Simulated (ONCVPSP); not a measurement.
Before and after: ONCV potential for carbon (C)

ONCVPSP 4.0.1 input, shortened (lines: element, Z, core and valence counts, functional; n l f; lmax; l rc ep ncon nbas qcut; lloc lpopt rc5 dvloc0; l nproj debl; icmod fcfact rcfact), PBE, scalar-relativistic:

```
  C 6.00    1    2        4      upf
    1    0    2.00
    2    0    2.00
    2    1    2.00
    1
    0    1.25    0.00    5    8    4.20
    1    3.05    0.00    4    8    5.30
    0    5    1.25    0.00
    0    0    2.20
    1    3    3.10
    1    0.20    0.00
```

Change: p: rc 3.88.

Cutoffs: the cutoffs (Ha) at which the residual kinetic energy of the hardest occupied pseudo-wave falls to 1 and 0.1 mHa per electron; they do not see the model core or the augmentation charge, which bear on the density cutoff. Errors are all-electron minus pseudo energies relative to the spin-unpolarised reference configuration.

Task: Predict the effect on cutoff, ghosts and configuration errors.

Result: The potential gets neither clearly harder nor softer (74 Ha and 98 Ha → 74 Ha and 98 Ha); the s channel sets the loose cutoff, while the largest relative change is in p, which becomes softer; of the 4 tests that both files solve, the error grows in 2 and shrinks in 1 by more than 15 % and 0.3 meV (median size 634.6 → 971.9 meV); neither file shows a bound ghost.

| quantity | base | changed |
| --- | --- | --- |
| cutoff, loose | 74 Ha | 74 Ha |
| cutoff, tight | 98 Ha | 98 Ha |
| loose cutoff by channel | s 74 Ha, p 8.2 Ha | s 74 Ha, p 6.5 Ha |
| bound ghosts | none | none |
| GHOST(+) flags under 300 eV | none | none |
| error for 2s2 2p1, meV [ΔE 10.86 eV] | +143 | +88 |
| error for 2s2 2p0, meV [ΔE 35.02 eV] | +1127 | +1856 |
| error for 2s1 2p0, meV [ΔE 83.21 eV] | +2144 | +3456 |
| error for 2s2 2p1.5, meV [ΔE 3.96 eV] | +22 | -20 |
| s: phases at 1.27 bohr within 0.05 rad from the reference energy up to (Ha; the scan ends near 5) | 3.5 | 3.5 |
| rms error of d²Exc/dni dnj with the model core, mHa | 1.03 | 0.57 |
